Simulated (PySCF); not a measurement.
**How methods differ on the ionisation energy of Cu**

Cu [Ar] 3d10 4s1 (2S) → Cu+ [Ar] 3d10 (1S), as a difference of total energies. Calculation: PySCF 2.14, in x2c-TZVPall (6s5p4d1f, 48 functions); the spin-free X2C one-electron Hamiltonian (Gaussian nucleus). Correlated levels: valence: [Ar] frozen. The calculations carry no spin-orbit coupling.

```json
{"method": "UHF", "ionisation energy (eV)": "6.598", "error (eV)": "-1.128"}
{"method": "BP86", "ionisation energy (eV)": "8.565", "error (eV)": "+0.839"}
{"method": "PBE0", "ionisation energy (eV)": "7.990", "error (eV)": "+0.264"}
{"method": "MP2 (valence)", "ionisation energy (eV)": "7.390", "error (eV)": "-0.336"}
{"method": "SCS-MP2 (valence)", "ionisation energy (eV)": "7.262", "error (eV)": "-0.464"}
{"method": "CCSD (valence)", "ionisation energy (eV)": "7.274", "error (eV)": "-0.452"}
{"method": "CCSD(T) (valence)", "ionisation energy (eV)": "7.388", "error (eV)": "-0.338"}
```

Reference: 7.726 eV (measured; NIST Atomic Spectra Database, ionization energies).

Errors of the correlated levels include the incompleteness of this basis and the frozen core.
